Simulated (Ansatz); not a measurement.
`C=[C](S)[AlH][OH]` → Al• + 2 C• + 5 H• + O• + S•  (atomization)

Program: Ansatz. Geometries: PBE0-D4/def2-TZVP. ΔE: electronic, gas phase. CBS: MP2 limit from def2 TZ/QZ plus the TZ coupled-cluster correction, frozen cores. This one scheme is used for every species, atoms too. DFT in def2-TZVPP. B3LYP here is the variant with VWN-RPA as its local correlation; programs differ in this. No spin–orbit coupling; open shells (•) take unrestricted orbitals. Spin–orbit coupling would lower the free atoms: a little for Al, C, O, S. Each species was taken in one conformer, which may not be the lowest.

```tsv
level	ΔE (kJ/mol)
LDA (SPW92)	4222.1
revPBE-D4	3661.4
BLYP-D4	3675.3
B97M-V	3708.6
CAM-B3LYP-D4	3681.0
B3LYP	3633.5
BHLYP	3520.4
MP2/def2-QZVPP	3723.7
```

(1) What does CCSD(T)/CBS give? (Estimate.)

Largest T1 diagnostic among the species: 0.018.

Answers

(1) The calculation gave: +3686.9 kJ/mol. The listed levels differ from it by 535.2, -25.5, -11.6, 21.7, -5.9, -53.4, -166.5, 36.8 kJ/mol.

Leaving LDA and LC-ωPBE aside and taking each functional with its dispersion term where it has one, the values, not all of them listed here, spread over 205.6 kJ/mol, from BHLYP-D4 to PBE-D4. LDA lies +489.2 kJ/mol from PBE without D4, its usual overbinding. From r2SCAN to r2SCAN0 (25 % exact exchange), in def2-TZVPP and without D4, ΔE moves by −73.1 kJ/mol: exact exchange takes away binding that semilocal exchange gives to molecules. In def2-TZVPP, CCSD(T) changes the Hartree–Fock value by +948.3 kJ/mol (the triples alone add +65.9 kJ/mol) and MP2 by +1028.4 kJ/mol; breaking electron pairs costs correlation energy, which Hartree–Fock lacks.

For atomizations the MP2-based limit and the directly extrapolated one differ by several kJ/mol either way, and by 10 to 25 for some Ge, Se and Sn compounds, so smaller differences from it don't rank the levels.
